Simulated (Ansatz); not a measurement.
Z-matrix (Å, degrees):
```
Al
C 1 2.039
C 1 2.388 2 67.2
C 1 2.207 2 39.8 3 27.1
H 1 1.587 2 114.5 3 108.3
H 1 1.586 2 119.1 3 -85.6
H 2 1.087 1 108.2 3 84.1
H 2 1.086 1 124.7 3 -138.8
O 3 1.381 1 96.4 2 -86.4
H 3 1.086 1 126.8 2 140.8
O 4 1.347 1 114.9 2 113.2
H 9 0.961 3 109.5 1 -69.4
H 11 0.963 4 109.2 1 -69.4
```

The species carries charge 0 and has multiplicity 1.

Problem. List the PBE0/def2-TZVPP orbital energies in eV (Ansatz). (Estimate.)

Solution. Ansatz gave: Occupied: -1527.25, -524.17, -523.47, -280.89, -279.75, -278.09, -113.13, -73.20, -73.10, -73.05, -30.63, -29.57, -22.61, -19.72, -17.21, -15.00, -14.80, -13.93, -12.63, -11.99, -11.41, -10.98, -10.53, -9.34, -8.32, -8.08, -6.51. Lowest empty: -0.29, -0.05, 0.59, 1.26, 1.67, 2.09, 2.31, 2.80.
